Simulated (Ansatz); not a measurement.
Reactions of BGeH₆N (`B[NH][GeH3]`).

Isolated molecules relaxed with PBE0-D4/def2-TZVP in Ansatz; ΔE leaves out vibrations. CBS: MP2 limit from def2 TZ/QZ plus the TZ coupled-cluster correction, frozen cores. This one scheme is used for every species, atoms too. DFT in def2-TZVPP. Open shells (•) are unrestricted, without spin–orbit coupling. Spin–orbit coupling would lower the free atoms: a little for B; clearly for Ge. Bonds to Ge are less sure, by a few kJ/mol each and by 10 to 20 or more in all where they break to atoms, as the def2 sets lack core-valence functions. Scalar relativity is left out up to krypton. One conformer a species, not always the lowest.

```tsv
reaction	HF/CBS(def2) (kJ/mol)	CCSD/CBS(def2) (kJ/mol)	PBE0-D4 (kJ/mol)
`B[NH][GeH3]` → `[GeH3]`• + `B[NH]`•	306	412	388
`B[NH][GeH3]` → `N[BH][GeH3]`	20	3	-6
`B[NH][GeH3]` + `CC=N` → `C/C=[N]\[GeH3]` + `BN`	14	9	4
`B[NH][GeH3]` + `C=C[SiH2]N` → `BN[SiH2]C=C` + `[NH2][GeH3]`	4	6	6
`B[NH][GeH3]` → B• + Ge• + 6 H• + N•	2122	2834	2846
`B[NH][GeH3]` + `F[CH2][AlH2]` → `F[CH2][AlH][GeH3]` + `BN`	-19	-34	-46
`B[NH][GeH3]` + `F[SiH3]` → `B[SiH2]F` + `[NH2][GeH3]`	172	172	168
`B[NH][GeH3]` + `CO[SiH](O)F` → `CO[SiH](F)[O][GeH3]` + `BN`	-53	-41	-41
`B[NH][GeH3]` → H• + `B[N][GeH3]`•	360	477	452
`B[NH][GeH3]` + H• → `B[N][GeH3]`• + H₂	10	16	15
```

(1) Give the CCSD(T)/CBS values in the same order. (Estimate.)

Largest T1 diagnostic: 0.030, for `B[NH]`•, so its coupled-cluster energy is less sure.

Results:

(1) The calculation gave: 419, 2, 8, 6, 2866, -34, 174, -40, 480, 19 kJ/mol.
